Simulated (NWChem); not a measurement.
System: C4H4N2; SMILES C1(=C)C=NC=N1

NWChem printed, in part:

```
             Northwest Computational Chemistry Package (NWChem) 7.3.0
             --------------------------------------------------------

 CS  symmetry detected

                             Geometry "geometry" -> ""
                             -------------------------

 Output coordinates in angstroms (scale by  1.889725989 to convert to a.u.)

  No.       Tag          Charge          X              Y              Z
 ---- ---------------- ---------- -------------- -------------- --------------
    1 C                    6.0000     0.05933389    -2.05529996     0.00000000
    2 C                    6.0000     0.00655972    -0.71341054     0.00000000
    3 C                    6.0000     1.12354666     0.24810543     0.00000000
    4 N                    7.0000     0.66768746     1.46185350     0.00000000
    5 C                    6.0000    -0.74589501     1.26985927     0.00000000
    6 N                    7.0000    -1.18226533     0.04989860     0.00000000
    7 H                    1.0000    -0.85175875    -2.64519925     0.00000000
    8 H                    1.0000     1.00879705    -2.58209651     0.00000000
    9 H                    1.0000     2.18405770     0.01416828     0.00000000
   10 H                    1.0000    -1.40032237     2.13533757     0.00000000

 Effective nuclear repulsion energy (a.u.)     205.4974600050

      Symmetry information
      --------------------

 Group name             Cs
 Group number              2
 Group order               2
 No. of unique centers    10

  xc_inp: hfexch multiplicative factor not found.

                                 NWChem DFT Module
                                 -----------------

 Summary of "ao basis" -> "ao basis" (spherical)
 ------------------------------------------------------------------------------
       Tag                 Description            Shells   Functions and Types
 ---------------- ------------------------------  ------  ---------------------
 C                         def2-tzvp                11       31   5s3p2d1f
 N                         def2-tzvp                11       31   5s3p2d1f
 H                         def2-tzvp                 4        6   3s1p

      Symmetry analysis of basis
      --------------------------

        a'        146
        a"         64

            General Information
            -------------------
          SCF calculation type: DFT
          Wavefunction type:  closed shell.
          No. of atoms     :    10
          No. of electrons :    42
           Alpha electrons :    21
            Beta electrons :    21
          Charge           :     0
          Spin multiplicity:     1
          Use of symmetry is: on ; symmetry adaption is: on
          Maximum number of iterations: 150
          AO basis - number of functions:   210
                     number of shells:    82
          Convergence on energy requested:  1.00D-06
          Convergence on density requested:  1.00D-05
          Convergence on gradient requested:  5.00D-04

              XC Information
              --------------
                     Hartree-Fock (Exact) Exchange  1.000

      Superposition of Atomic Density Guess
      -------------------------------------

 Sum of atomic energies:        -261.30765323

      Non-variational initial energy
      ------------------------------

 Total energy =    -265.027682
 1-e energy   =    -758.879705
 2-e energy   =     288.354563
 HOMO         =      -0.307741
 LUMO         =      -0.106466

      Symmetry analysis of molecular orbitals - initial
      -------------------------------------------------

  Numbering of irreducible representations:

     1 a'          2 a"

  Orbital symmetries:

     1 a'          2 a'          3 a'          4 a'          5 a'
     6 a'          7 a'          8 a'          9 a'         10 a'
    11 a'         12 a'         13 a'         14 a"         15 a'
    16 a'         17 a'         18 a"         19 a'         20 a'
    21 a"         22 a"         23 a"         24 a"         25 a'
    26 a'         27 a'         28 a'         29 a'         30 a'
    31 a'

------------------------------------------------------------
EAF file 0: "./job.aoints.0" size=665845760 bytes
------------------------------------------------------------
               write      read    awrite     aread      wait
               -----      ----    ------     -----      ----
     calls:     1270         0         0         0         0
   data(b): 6.66e+08  0.00e+00  0.00e+00  0.00e+00
   time(s): 0.00e+00  0.00e+00  0.00e+00  0.00e+00  0.00e+00
rate(mb/s): 0.00e+00  0.00e+00
------------------------------------------------------------

     ---------------------------------------------
      Total Density - Mulliken Population Analysis
     ---------------------------------------------

    Atom       Charge   Shell Charges
 -----------   ------   -------------------------------------------------------
    1 C    6     6.29   0.86  1.12  0.57  0.67  0.14  1.18  1.23  0.46  0.01  0.03  0.01
    2 C    6     5.76   0.86  1.12  0.56  0.61  0.05  1.13  1.16  0.13  0.03  0.10  0.01
    3 C    6     5.78   0.86  1.12  0.56  0.59  0.13  1.07  1.03  0.32  0.03  0.07  0.01
    4 N    7     7.58   0.82  1.15  0.60  0.90  0.19  1.49  1.75  0.62  0.01  0.05  0.00
    5 C    6     5.60   0.86  1.12  0.56  0.58  0.09  1.02  0.98  0.27  0.03  0.08  0.01
    6 N    7     7.64   0.82  1.15  0.60  0.89  0.20  1.52  1.76  0.63  0.01  0.05  0.00
    7 H    1     0.84   0.24  0.45  0.13  0.02
    8 H    1     0.83   0.24  0.45  0.12  0.02
    9 H    1     0.84   0.24  0.45  0.13  0.02
   10 H    1     0.85   0.24  0.46  0.13  0.02

   convergence    iter        energy       DeltaE   RMS-Dens  Diis-err
 ---------------- ----- ----------------- --------- --------- ---------
 d= 0,ls=0.0,diis     1   -262.6456143250 -4.68D+02  2.69D-03  6.30D-01
 d= 0,ls=0.0,diis     2   -262.7242110671 -7.86D-02  1.12D-03  1.84D-01
 d= 0,ls=0.0,diis     3   -262.7432006787 -1.90D-02  5.61D-04  1.27D-02
 d= 0,ls=0.0,diis     4   -262.7456512129 -2.45D-03  1.43D-04  4.92D-04
 d= 0,ls=0.0,diis     5   -262.7457935352 -1.42D-04  5.75D-05  1.17D-04
  Resetting Diis
 d= 0,ls=0.0,diis     6   -262.7458344320 -4.09D-05  3.87D-05  3.21D-05
 d= 0,ls=0.0,diis     7   -262.7458501326 -1.57D-05  1.27D-05  6.64D-06
 d= 0,ls=0.0,diis     8   -262.7458520364 -1.90D-06  5.07D-06  2.42D-06
 d= 0,ls=0.0,diis     9   -262.7458527576 -7.21D-07  1.08D-05  1.09D-06
 d= 0,ls=0.0,diis    10   -262.7458534450 -6.87D-07  1.66D-06  5.82D-08

         Total DFT energy =     -262.745853445002
      One electron energy =     -762.193849732923
           Coulomb energy =      329.288900233414
    Exchange-Corr. energy =      -35.338363950496
 Nuclear repulsion energy =      205.497460005003

 Numeric. integr. density =        0.000000000000

                  Occupations of the irreducible representations
                  ----------------------------------------------

                     irrep           alpha         beta
                     --------     --------     --------
                     a'               18.0         18.0
                     a"                3.0          3.0

                       DFT Final Molecular Orbital Analysis
                       ------------------------------------

 Vector   19  Occ=2.000000D+00  E=-4.434900D-01  Symmetry=a'
              MO Center= -3.7D-01,  7.2D-01, -3.2D-15, r^2= 2.7D+00
   Bfn.  Coefficient  Atom+Function         Bfn.  Coefficient  Atom+Function
  ----- ------------  ---------------      ----- ------------  ---------------
   161      0.269632   6 N  px              164      0.245552   6 N  px
    99      0.202280   4 N  px              100      0.200937   4 N  py
   102      0.191881   4 N  px              167      0.184126   6 N  px
   103      0.182056   4 N  py              159     -0.157383   6 N  s
   106      0.137139   4 N  py              130     -0.127893   5 C  px

 Vector   20  Occ=2.000000D+00  E=-4.101335D-01  Symmetry=a"
              MO Center=  2.0D-01,  3.0D-01,  2.5D-15, r^2= 2.8D+00
   Bfn.  Coefficient  Atom+Function         Bfn.  Coefficient  Atom+Function
  ----- ------------  ---------------      ----- ------------  ---------------
   101      0.256462   4 N  pz              104      0.247010   4 N  pz
   163     -0.182935   6 N  pz              166     -0.178184   6 N  pz
   107      0.172260   4 N  pz               73      0.167455   3 C  pz
    70      0.165914   3 C  pz               39     -0.147167   2 C  pz
    42     -0.146668   2 C  pz                8     -0.126032   1 C  pz

 Vector   21  Occ=2.000000D+00  E=-3.694117D-01  Symmetry=a"
              MO Center= -2.5D-01, -4.5D-01,  1.0D-15, r^2= 3.0D+00
   Bfn.  Coefficient  Atom+Function         Bfn.  Coefficient  Atom+Function
  ----- ------------  ---------------      ----- ------------  ---------------
     8      0.205194   1 C  pz               11      0.204955   1 C  pz
   132     -0.192686   5 C  pz              135     -0.193163   5 C  pz
   163     -0.191689   6 N  pz               42      0.184467   2 C  pz
   166     -0.182762   6 N  pz               39      0.180056   2 C  pz
    14      0.147365   1 C  pz              169     -0.141395   6 N  pz

 Vector   22  Occ=0.000000D+00  E= 3.507418D-02  Symmetry=a"
              MO Center=  1.6D-01, -4.2D-01, -1.3D-15, r^2= 4.3D+00
   Bfn.  Coefficient  Atom+Function         Bfn.  Coefficient  Atom+Function
  ----- ------------  ---------------      ----- ------------  ---------------
    14      0.465873   1 C  pz               76     -0.285062   3 C  pz
   138      0.282726   5 C  pz               45     -0.234025   2 C  pz
     8      0.225880   1 C  pz               11      0.206701   1 C  pz
    73     -0.199467   3 C  pz               70     -0.190502   3 C  pz
   107      0.188758   4 N  pz              169     -0.159257   6 N  pz

 Vector   23  Occ=0.000000D+00  E= 1.542984D-01  Symmetry=a'
              MO Center=  2.0D+00, -1.6D+00,  2.5D-15, r^2= 5.7D+00
   Bfn.  Coefficient  Atom+Function         Bfn.  Coefficient  Atom+Function
  ----- ------------  ---------------      ----- ------------  ---------------
   201      3.134873   9 H  s                 5     -2.699124   1 C  s
    74     -2.400193   3 C  px              195      2.083825   8 H  s
    44     -1.069195   2 C  py               98     -0.962899   4 N  s
   189      0.890093   7 H  s                 4     -0.839717   1 C  s
    41     -0.567374   2 C  py               35      0.544995   2 C  s

 Vector   24  Occ=0.000000D+00  E= 1.824628D-01  Symmetry=a'
              MO Center= -1.6D-01, -1.8D-02,  4.3D-15, r^2= 1.3D+01
   Bfn.  Coefficient  Atom+Function         Bfn.  Coefficient  Atom+Function
  ----- ------------  ---------------      ----- ------------  ---------------
   207      2.861449  10 H  s                98     -2.836427   4 N  s
    44     -2.592900   2 C  py              201      2.346714   9 H  s
    74     -2.161760   3 C  px               36     -1.944547   2 C  s
   137     -1.903848   5 C  py              189     -1.601025   7 H  s
    67      1.292436   3 C  s               136      1.273192   5 C  px

------------------------------------------------------------
EAF file 0: "./job.aoints.0" size=817364992 bytes
------------------------------------------------------------
               write      read    awrite     aread      wait
               -----      ----    ------     -----      ----
     calls:     1559         9         0     14022     14022
   data(b): 8.17e+08  4.72e+06  0.00e+00  7.35e+09
   time(s): 0.00e+00  0.00e+00  0.00e+00  0.00e+00  0.00e+00
rate(mb/s): 0.00e+00  0.00e+00
------------------------------------------------------------

     ---------------------------------------------
      Total Density - Mulliken Population Analysis
     ---------------------------------------------

    Atom       Charge   Shell Charges
 -----------   ------   -------------------------------------------------------
    1 C    6     6.18   0.86  1.12  0.51  0.58  0.14  1.21  1.24  0.45  0.02  0.05  0.01
    2 C    6     5.89   0.86  1.12  0.49  0.65  0.04  1.22  1.28  0.06  0.03  0.13  0.01
    3 C    6     6.00   0.86  1.12  0.51  0.54  0.19  1.20  1.15  0.29  0.03  0.10  0.01
    4 N    7     7.35   0.82  1.16  0.54  0.90  0.19  1.42  1.66  0.58  0.01  0.06  0.00
    5 C    6     5.81   0.86  1.12  0.52  0.55  0.09  1.17  1.11  0.24  0.04  0.11  0.02
    6 N    7     7.37   0.82  1.16  0.54  0.90  0.20  1.43  1.66  0.59  0.01  0.06  0.00
    7 H    1     0.84   0.26  0.48  0.08  0.02
    8 H    1     0.84   0.26  0.49  0.07  0.02
    9 H    1     0.85   0.26  0.48  0.08  0.02
   10 H    1     0.86   0.27  0.49  0.08  0.02

     -------------------------------------------
      Total Density - Lowdin Population Analysis
     -------------------------------------------

    Atom       Charge   Shell Charges
 -----------   ------   -------------------------------------------------------
    1 C    6     6.07   0.91  1.04  0.37  0.36  0.17  1.06  1.31  0.59  0.02  0.21  0.03
    2 C    6     6.27   0.91  1.03  0.33  0.30  0.15  1.06  1.23  0.55  0.05  0.57  0.08
    3 C    6     6.12   0.91  1.04  0.36  0.32  0.16  1.04  1.21  0.51  0.05  0.45  0.07
    4 N    7     6.94   0.89  1.07  0.44  0.45  0.25  1.29  1.59  0.75  0.01  0.19  0.02
    5 C    6     6.20   0.91  1.04  0.37  0.32  0.16  1.03  1.18  0.51  0.05  0.54  0.08
    6 N    7     6.93   0.89  1.07  0.43  0.44  0.25  1.29  1.59  0.75  0.01  0.19  0.02
    7 H    1     0.87   0.25  0.39  0.15  0.06
    8 H    1     0.87   0.25  0.40  0.16  0.06
    9 H    1     0.86   0.26  0.40  0.15  0.06
   10 H    1     0.87   0.26  0.40  0.16  0.06

     Multipole analysis of the density
     ---------------------------------

     L   x y z        total         alpha         beta         nuclear
     -   - - -        -----         -----         ----         -------
     0   0 0 0     -0.000000    -21.000000    -21.000000     42.000000

     1   1 0 0      0.560347      0.280173      0.280173     -0.000000
     1   0 1 0     -0.846693     -0.423347     -0.423347     -0.000000
     1   0 0 1      0.000000      0.000000      0.000000      0.000000

     2   2 0 0    -26.164977    -70.777961    -70.777961    115.390945
     2   1 1 0     -3.988500      0.972939      0.972939     -5.934378
     2   1 0 1      0.000000      0.000000      0.000000      0.000000
     2   0 2 0    -23.227124   -139.537256   -139.537256    255.847388
     2   0 1 1      0.000000      0.000000      0.000000      0.000000
     2   0 0 2    -27.411880    -13.705940    -13.705940      0.000000
```

Level: Hartree-Fock/def2-TZVP. Geometry: optimised at B3LYP/6-31G* (spherical d).

Problem. Reconstruct the input file.

Solution. This is not unique; one that fits is the input that was run:
```
start job
memory heap 200 mb stack 900 mb global 1100 mb
geometry units angstroms noautoz
  C      0.051537    -2.053571     0.000000
  C      0.002032    -0.711557     0.000000
  C      1.121358     0.247235     0.000000
  N      0.668457     1.462090     0.000000
  C     -0.745589     1.273540     0.000000
  N     -1.184930     0.054646     0.000000
  H     -0.860990    -2.641249     0.000000
  H      0.999714    -2.582679     0.000000
  H      2.181296     0.010715     0.000000
  H     -1.397906     2.140610     0.000000
end
basis spherical
  * library def2-tzvp
end
dft
  xc hfexch
  iterations 150
  semidirect filesize 400000000
  mulliken
end
task dft energy
```
